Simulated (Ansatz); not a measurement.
Born–Oppenheimer molecular dynamics of C$_{2}$H$_{7}$BFN (12 atoms, charge 0, multiplicity 1). It starts from a relaxed structure.

Computed with RKS BLYP-D4/6-31G (Ansatz 0.2.0).

```json
{
 "ensemble": "NVT, Langevin thermostat",
 "time step": "1 fs",
 "steps asked": "250",
 "set temperature": "300 K",
 "friction": "0.005 /fs",
 "masses": "H 2.014 u",
 "seed": "740615"
}
```

Frames 2 fs apart, positions in Å, forces in eV/Å.

Velocities at 190.0 fs (Å/ps):

```
C 3.28 -5.97 -2.32
C 5.23 -0.14 3.21
N 2.17 -0.36 -8.54
B -4.99 2.88 5.36
F -2.36 0.04 -1.56
H 1.77 21.67 -1.26
H 11.37 -4.84 -17.75
H -1.17 -30.49 -9.92
H 14.72 1.34 9.51
H 0.16 -28.95 9.20
H 7.91 7.67 13.75
H 10.56 -9.09 -15.88
```

```xyz
12
Properties=species:S:1:pos:R:3:forces:R:3 time_fs=190.0 energy_less_start_eV=0.399 T=366
C -1.225 0.220 -0.838 1.59 0.77 -1.27
C 0.089 -0.464 -0.381 -0.31 0.34 0.31
N -0.040 -0.960 0.982 -1.30 -0.71 -1.71
B 1.284 0.440 -0.679 2.02 0.81 -0.47
F 2.387 0.574 0.199 -0.88 -0.15 -0.20
H -1.263 0.343 -1.947 0.16 0.22 0.42
H -2.013 -0.429 -0.604 -1.80 -0.94 0.70
H -1.287 1.197 -0.340 -0.50 0.04 -0.03
H 0.306 -1.314 -1.025 -0.07 -0.79 -0.99
H -0.967 -0.902 1.343 -0.74 -0.08 0.63
H 0.675 -0.690 1.560 2.13 0.70 2.25
H 1.481 1.014 -1.741 -0.31 -0.23 0.37
12
Properties=species:S:1:pos:R:3:forces:R:3 time_fs=192.0 energy_less_start_eV=0.364 T=356
C -1.218 0.208 -0.845 1.53 -0.23 -1.86
C 0.100 -0.464 -0.374 -0.65 0.21 -0.28
N -0.036 -0.961 0.964 0.38 -0.04 1.52
B 1.277 0.447 -0.669 2.30 0.90 -1.16
F 2.381 0.573 0.195 -0.69 -0.05 0.01
H -1.258 0.388 -1.946 0.24 -0.03 0.37
H -2.008 -0.445 -0.629 -1.73 -1.00 0.59
H -1.295 1.143 -0.355 -0.58 1.33 0.78
H 0.336 -1.322 -1.017 -0.07 -0.50 -0.94
H -0.972 -0.960 1.363 0.03 -0.05 0.08
H 0.706 -0.671 1.606 -0.30 -0.19 0.11
H 1.498 0.996 -1.767 -0.46 -0.34 0.78
12
Properties=species:S:1:pos:R:3:forces:R:3 time_fs=194.0 energy_less_start_eV=0.419 T=344
C -1.208 0.196 -0.858 0.35 -1.02 -1.29
C 0.110 -0.464 -0.369 -0.71 -0.23 -1.04
N -0.032 -0.964 0.951 1.01 0.24 3.82
B 1.280 0.457 -0.662 2.02 0.60 -1.50
F 2.374 0.573 0.190 -0.30 0.06 0.34
H -1.246 0.433 -1.940 0.26 -0.23 0.10
H -2.034 -0.476 -0.643 -0.54 -0.19 0.14
H -1.318 1.113 -0.351 -0.54 1.48 1.01
H 0.367 -1.343 -1.027 -0.17 0.19 -0.52
H -0.978 -1.020 1.383 0.83 0.07 -0.50
H 0.735 -0.655 1.656 -1.71 -0.73 -1.35
H 1.508 0.976 -1.772 -0.50 -0.25 0.78
12
Properties=species:S:1:pos:R:3:forces:R:3 time_fs=196.0 energy_less_start_eV=0.425 T=359
C -1.198 0.180 -0.874 -0.91 -0.48 0.25
C 0.119 -0.465 -0.366 -0.61 -0.54 -1.46
N -0.025 -0.967 0.948 1.08 0.26 4.30
B 1.293 0.469 -0.659 1.20 0.02 -1.51
F 2.368 0.573 0.184 0.27 0.19 0.76
H -1.230 0.471 -1.929 0.23 -0.32 -0.34
H -2.070 -0.512 -0.656 0.59 0.55 -0.27
H -1.352 1.113 -0.327 -0.28 0.25 0.39
H 0.395 -1.359 -1.047 -0.27 0.70 -0.12
H -0.967 -1.082 1.389 0.98 0.17 -0.72
H 0.735 -0.652 1.679 -1.88 -0.82 -1.71
H 1.508 0.952 -1.763 -0.41 0.01 0.43
12
Properties=species:S:1:pos:R:3:forces:R:3 time_fs=198.0 energy_less_start_eV=0.384 T=421
C -1.191 0.161 -0.891 -1.69 0.46 1.53
C 0.127 -0.466 -0.366 -0.42 -0.68 -1.45
N -0.015 -0.970 0.956 0.86 0.20 2.97
B 1.310 0.480 -0.664 0.08 -0.77 -1.04
F 2.360 0.573 0.179 0.93 0.33 1.18
H -1.207 0.506 -1.924 0.19 -0.38 -0.54
H -2.092 -0.538 -0.675 1.16 0.86 -0.52
H -1.390 1.118 -0.292 0.06 -0.96 -0.35
H 0.421 -1.362 -1.071 -0.34 0.92 0.22
H -0.937 -1.143 1.381 0.37 0.09 -0.57
H 0.698 -0.660 1.676 -1.00 -0.50 -1.09
H 1.503 0.925 -1.745 -0.20 0.43 -0.34
12
Properties=species:S:1:pos:R:3:forces:R:3 time_fs=200.0 energy_less_start_eV=0.417 T=368
C -1.188 0.144 -0.904 -1.72 1.14 1.82
C 0.135 -0.469 -0.370 -0.20 -0.53 -1.05
N -0.003 -0.972 0.973 -0.20 -0.18 -0.04
B 1.328 0.490 -0.674 -0.97 -1.46 -0.39
F 2.354 0.573 0.176 1.49 0.44 1.52
H -1.180 0.537 -1.929 0.11 -0.53 -0.29
H -2.087 -0.552 -0.700 1.11 0.73 -0.62
H -1.425 1.104 -0.267 0.30 -1.40 -0.71
H 0.442 -1.347 -1.091 -0.38 0.78 0.39
H -0.902 -1.199 1.364 -0.51 -0.15 -0.24
H 0.645 -0.671 1.659 0.96 0.36 0.75
H 1.501 0.910 -1.733 0.00 0.79 -1.13
12
Properties=species:S:1:pos:R:3:forces:R:3 time_fs=202.0 energy_less_start_eV=0.472 T=323
C -1.190 0.131 -0.911 -0.95 1.70 1.36
C 0.141 -0.473 -0.378 -0.12 -0.12 -0.40
N 0.009 -0.975 0.990 -1.39 -0.69 -2.69
B 1.344 0.495 -0.685 -1.59 -1.65 -0.24
F 2.350 0.575 0.175 1.80 0.50 1.67
H -1.150 0.557 -1.938 -0.01 -0.70 0.12
H -2.057 -0.556 -0.734 0.43 0.15 -0.57
H -1.457 1.066 -0.256 0.42 -1.25 -0.72
H 0.456 -1.317 -1.104 -0.35 0.34 0.33
H -0.881 -1.256 1.342 -0.83 -0.31 -0.05
H 0.611 -0.673 1.657 2.50 1.19 2.43
H 1.502 0.915 -1.742 0.08 0.84 -1.23
12
Properties=species:S:1:pos:R:3:forces:R:3 time_fs=204.0 energy_less_start_eV=0.306 T=421
C -1.195 0.123 -0.912 0.42 1.98 0.53
C 0.148 -0.477 -0.386 -0.24 0.51 0.30
N 0.015 -0.980 0.999 -0.43 -0.20 -1.78
B 1.354 0.496 -0.698 -1.65 -1.36 -0.56
F 2.350 0.577 0.177 1.77 0.52 1.52
H -1.123 0.562 -1.942 -0.13 -0.73 0.38
H -2.016 -0.557 -0.773 -0.67 -0.82 -0.44
H -1.482 1.006 -0.258 0.36 -0.55 -0.35
H 0.467 -1.279 -1.111 -0.24 -0.33 0.04
H -0.879 -1.320 1.317 -0.26 -0.12 -0.07
H 0.624 -0.652 1.698 1.03 0.56 1.01
H 1.506 0.938 -1.773 0.05 0.54 -0.58
12
Properties=species:S:1:pos:R:3:forces:R:3 time_fs=206.0 energy_less_start_eV=0.299 T=407
C -1.196 0.121 -0.911 1.30 1.08 -0.32
C 0.155 -0.479 -0.392 -0.46 1.03 0.87
N 0.020 -0.987 1.004 0.63 0.40 -0.15
B 1.359 0.493 -0.714 -1.20 -0.81 -0.73
F 2.353 0.579 0.183 1.37 0.49 1.02
H -1.099 0.554 -1.939 -0.21 -0.54 0.33
H -1.990 -0.572 -0.818 -1.13 -1.32 -0.40
H -1.501 0.939 -0.264 0.07 0.63 0.42
H 0.472 -1.248 -1.119 -0.12 -0.92 -0.28
H -0.885 -1.385 1.290 0.59 0.27 -0.11
H 0.652 -0.621 1.753 -0.83 -0.42 -0.95
H 1.509 0.971 -1.817 -0.02 0.10 0.30
12
Properties=species:S:1:pos:R:3:forces:R:3 time_fs=208.0 energy_less_start_eV=0.408 T=345
C -1.194 0.124 -0.911 1.02 -0.87 -0.73
C 0.161 -0.478 -0.396 -0.63 1.10 1.14
N 0.027 -0.991 1.009 0.87 0.60 0.36
B 1.360 0.485 -0.734 -0.43 -0.21 -0.53
F 2.358 0.580 0.192 0.74 0.42 0.32
H -1.079 0.536 -1.927 -0.20 -0.13 -0.07
H -1.987 -0.609 -0.870 -0.46 -0.75 -0.37
H -1.523 0.882 -0.261 -0.29 1.60 1.12
H 0.475 -1.234 -1.127 -0.09 -1.14 -0.37
H -0.881 -1.440 1.264 1.13 0.59 -0.09
H 0.663 -0.597 1.789 -1.56 -0.88 -1.76
H 1.514 1.008 -1.859 -0.10 -0.32 0.98
12
Properties=species:S:1:pos:R:3:forces:R:3 time_fs=210.0 energy_less_start_eV=0.380 T=358
C -1.188 0.123 -0.913 0.01 -1.88 -0.19
C 0.165 -0.472 -0.395 -0.49 0.47 0.85
N 0.036 -0.995 1.015 0.70 0.62 -0.35
B 1.361 0.476 -0.756 0.25 0.24 0.03
F 2.365 0.581 0.202 0.16 0.32 -0.35
H -1.063 0.517 -1.917 -0.15 0.29 -0.51
H -1.991 -0.659 -0.927 0.41 0.16 -0.19
H -1.547 0.856 -0.236 -0.26 1.29 0.79
H 0.479 -1.245 -1.141 -0.23 -0.72 0.03
H -0.853 -1.488 1.237 1.04 0.60 0.06
H 0.648 -0.587 1.786 -1.29 -0.80 -1.42
H 1.519 1.039 -1.883 -0.14 -0.59 1.25
12
Properties=species:S:1:pos:R:3:forces:R:3 time_fs=212.0 energy_less_start_eV=0.338 T=381
C -1.183 0.117 -0.918 -1.01 -1.53 0.69
C 0.166 -0.466 -0.391 -0.19 -0.26 0.44
N 0.046 -0.998 1.021 0.14 0.38 -2.19
B 1.363 0.466 -0.778 0.66 0.43 0.89
F 2.370 0.585 0.210 -0.29 0.21 -0.88
H -1.050 0.508 -1.919 -0.14 0.51 -0.50
H -1.986 -0.704 -0.984 0.85 0.77 0.06
H -1.574 0.852 -0.190 0.17 0.16 -0.37
H 0.480 -1.267 -1.150 -0.36 -0.21 0.43
H -0.808 -1.527 1.206 0.41 0.25 0.31
H 0.610 -0.593 1.757 -0.13 -0.08 0.05
H 1.520 1.057 -1.877 -0.11 -0.63 1.07
```

Of the whole run (250 fs, mean temperature of the second half 326 K): A run of 0.25 ps of so small a system gives no equilibrium averages. Limits of this set-up: no polarisation functions.

Time of the run: 10 min on 1 thread of Arm Neoverse V2 (shared host), peak memory 0.12 GiB.
